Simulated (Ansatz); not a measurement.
This geometry of BFH3NO + BrH (9 atoms, charge 0, multiplicity 1) is a first-order saddle point.

These are results of Ansatz 0.2.0, RKS PBE-D4/def2-SVP, not measurements.

```xyz
9
Properties=species:S:1:pos:R:3
B 0.013 -0.150 0.178
N 0.067 0.047 1.728
H -0.571 -0.574 2.248
H 1.017 -0.006 2.122
F 1.200 -0.421 -0.362
O -1.154 -0.405 -0.447
H -1.783 0.324 -0.235
Br -0.746 2.556 0.489
H -0.295 1.115 1.725
```

Which two structures does it join? (They come from a converged band through this point; their orientation in space is the band's.)

Bonds broken: Br8–H9. Bonds formed: B1–Br8, N2–H9. BFH3NO + BrH becomes BBrFH4NO.

Image 0:

```xyz
9
Properties=species:S:1:pos:R:3
B 0.136 -0.448 0.196
N 0.192 -0.023 1.593
H -0.623 -0.219 2.181
H 1.061 -0.215 2.102
F 1.241 -0.986 -0.341
O -0.949 -0.264 -0.592
H -1.584 0.381 -0.216
Br -1.357 2.679 1.093
H -0.368 1.582 1.427
```

Image 6:

```xyz
9
Properties=species:S:1:pos:R:3
B -0.166 0.332 0.242
N 0.004 0.095 1.858
H -0.110 -0.904 2.091
H 0.931 0.419 2.167
F 0.938 -0.257 -0.349
O -1.433 -0.204 -0.042
H -1.676 -0.037 -0.969
Br -0.028 2.400 0.093
H -0.712 0.643 2.355
```

How far does it lie above each of them?

7.9 kcal/mol above the first and 16.2 kcal/mol above the second. This is the barrier of this one path; another mechanism may lie lower. The orbitals stay closed-shell, which can raise the energy where a bond breaks towards radicals; this wasn't checked here.

Time of the run: 5.3 min on 2 threads of Arm Neoverse V2 (shared host), peak memory 0.16 GiB.
